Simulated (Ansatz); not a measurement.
Single points on the cluster Cr₂N₂.

```yaml
crystal:
  periodic: [false, false, false]
  atoms:
    - {symbol: Cr, position_ang: [0.136794, -0.143826, -1.170819]}
    - {symbol: Cr, position_ang: [1.158183, -0.152505, 0.213477]}
    - {symbol: N, position_ang: [-0.553529, 0.769026, 0.413590]}
    - {symbol: N, position_ang: [-0.741448, -0.472694, 0.543753]}
basis:
  gaussian: {orbitals: def2-SVP, initial_orbitals: start.molden}
hamiltonian: {xc: pbe0, dispersion: d4}
scf: {omitted_lower_state_checks: [starts]}
output: {orbitals: {seedname: orbitals}}
```

The file start.molden holds the orbitals of an earlier run on this structure, at another level or in another basis.

```sh
$ ansatz run in.yaml --threads 4 --pin off --events-out ev --progress --plain --max-ram 3916MiB
```

It prints (some lines left out):

```
Functional definition: PBE0
994 factors; integrals over basis functions are off by at most 1.2e-3 eV
mean field evaluation 1: about -59791.3236 eV, gradient 9.6e0 eV
mean field evaluation 2: about -59791.5221 eV, gradient 1.8e-1 eV
mean field evaluation 4: about -59791.7046 eV, gradient 1.7e-3 eV
mean field evaluation 8: about -59791.7046 eV, gradient 2.1e-5 eV
mean field -59791.70463232 eV, -2197.3046169649 hartree, gradient 2.1e-5 eV, S^2 0.000000; 0 other end points of the search recorded, 0 dependent functions left out
reference -59791.70467215 eV, -2197.3046184286 hartree; 31, 31 occupied and 59, 59 virtual orbitals, 994 factors
Total energy: -59791.82405400 eV, -2197.3090056304 hartree
Checks for a lower state left out: starts
```

Hardware: 4 threads of Arm Neoverse V2 on a shared host. Wall time 1.4 s.

First input, but with `gaussian: {orbitals: def2-TZVP, initial_orbitals: start.molden}`, `hamiltonian: {xc: {name: r2SCAN0}, dispersion: d4}` (abridged; 5.5 s):

```
Functional definition: r2SCAN0
mean field -59811.73720037 eV, -2198.0408002619 hartree, gradient 2.4e-5 eV, S^2 0.000000
Total energy: -59811.77195024 eV, -2198.0420772962 hartree
Checks for a lower state left out: starts
```

First input, but with `gaussian: {orbitals: def2-TZVP, initial_orbitals: start.molden}`, `hamiltonian: {xc: {name: B3LYP}, dispersion: d4}` (abridged; 2.5 s):

```
Functional definition: B3LYP
mean field -59819.96780077 eV, -2198.3432692477 hartree, gradient 1.4e-5 eV, S^2 0.000000
Total energy: -59820.20891876 eV, -2198.3521301706 hartree
Checks for a lower state left out: starts
```

As the first input, with `hamiltonian: {xc: pbe, dispersion: d4}` (abridged; 1.3 s):

```
Functional definition: PBE
mean field -59795.02150620 eV, -2197.4265098315 hartree, gradient 7.2e-6 eV, S^2 0.000000
Total energy: -59795.16564318 eV, -2197.4318067679 hartree
Checks for a lower state left out: starts
```

The first input with `gaussian: {orbitals: def2-TZVP, initial_orbitals: start.molden}`, `hamiltonian: {xc: {text: "exchange = 0.50*pbe_x + 0.50*exact_x\ncorrelation = pbe_c"}}` (abridged; 12 s):

```
Functional definition: unnamed
mean field evaluation 16: about -59800.1977 eV, gradient 1.7e-4 eV
mean field -59800.19769280 eV, -2197.6167311807 hartree, gradient 8.5e-6 eV, S^2 0.000000
Total energy: -59800.19771373 eV, -2197.6167319498 hartree
Checks for a lower state left out: starts
```

As the first input, with `gaussian: {orbitals: def2-TZVPD, initial_orbitals: start.molden}`, `hamiltonian: {xc: r2scan, dispersion: d4}` (abridged; 4.7 s):

```
Functional definition: r2SCAN
mean field -59817.60088021 eV, -2198.2562865215 hartree, gradient 8.9e-6 eV, S^2 0.000000
Total energy: -59817.62831678 eV, -2198.2572947971 hartree
Checks for a lower state left out: starts
```

First input, but with `gaussian: {orbitals: def2-TZVP, initial_orbitals: start.molden}`, `hamiltonian: {xc: pbe}`, `correlation: {method: rpa}` and without the key `output` (abridged; 7 s):

```
Functional definition: PBE
mean field -59806.48128329 eV, -2197.8476488719 hartree, gradient 2.0e-6 eV, S^2 0.000000; unrestricted orbitals would lower it
mean field evaluation 16: about -59734.7795 eV, gradient 7.3e0 eV
12 core orbitals not correlated: weight in the atoms' cores, before any rotation towards them, 1.000 or more for the frozen orbitals, at most 0.000 for the correlated occupied ones
Total energy: -59785.30893967 eV, -2197.0695795951 hartree
Checks for a lower state left out: starts
```

Geometry: r2SCAN-D4/def2-SVP.

B3LYP takes the VWN-RPA correlation. Correlated methods freeze 12 core orbitals; core or outer-core shells of Cr are correlated, in sets that lack core-valence functions. The restricted singlet is unstable towards broken spin symmetry at other levels; at PBE0-D4/def2-SVP, r2SCAN0-D4/def2-TZVP, B3LYP-D4/def2-TZVP, PBE-D4/def2-SVP and others this wasn't settled. At RPA@PBE/def2-TZVP the restricted singlet (for correlated methods, its reference) is unstable: a solution with broken spin symmetry lies lower. The geometry of the singlet was relaxed on an unsound state (restricted singlet, unstable towards broken spin symmetry at other levels and untested here). At PBE0-D4/def2-TZVP a triplet of charge 0 lies 4.39 eV below the restricted singlet, each at its own geometry. That triplet is doubtful there (⟨S²⟩ 5.79, where a pure state has 2.00). The structure comes from a short search, and lower isomers may exist.
